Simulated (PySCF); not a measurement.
A GIAO shielding run with PySCF 2.14.0 with density-fitted response routines (density fitting, non-relativistic, gas phase) on SMILES CS[SiH](P)P, CH8P2SSi:

```
$ OMP_NUM_THREADS=1 python probes_run.py task.json out

{"job": {"kind": "nmr", "xc": "PBE0", "basis": "pcSseg-1"}, "charge": 0, "multiplicity": 1}
C      2.416638     0.194779    -0.097580
S      1.235788    -0.928245    -0.901280
Si    -0.541780    -0.434789     0.212810
P     -2.295444    -1.111552    -1.025147
P     -0.558452     1.778075     0.675022
H      2.547651    -0.095042     0.939835
H      2.048163     1.215814    -0.162496
H      3.354770     0.101716    -0.634298
H     -0.407655    -1.092926     1.525037
H     -1.993515    -2.456711    -0.919643
H     -3.145231    -1.145128     0.067617
H     -0.751215     2.170808    -0.639268
H     -1.914106     1.803688     0.941661
```

Hardware: 1 thread of an Arm Neoverse V1, shared host. The job also computes population analyses, field gradients.

Q: How large is the calculation?

A: 74 electrons, 153 basis functions and 891 auxiliary functions.

Q: How long does it take, and how much memory does it need?

A: 17 s of wall time, with 12 SCF cycles and 5 response iterations; peak memory 0.72 GiB. Times on a shared host scatter by some tens of per cent.
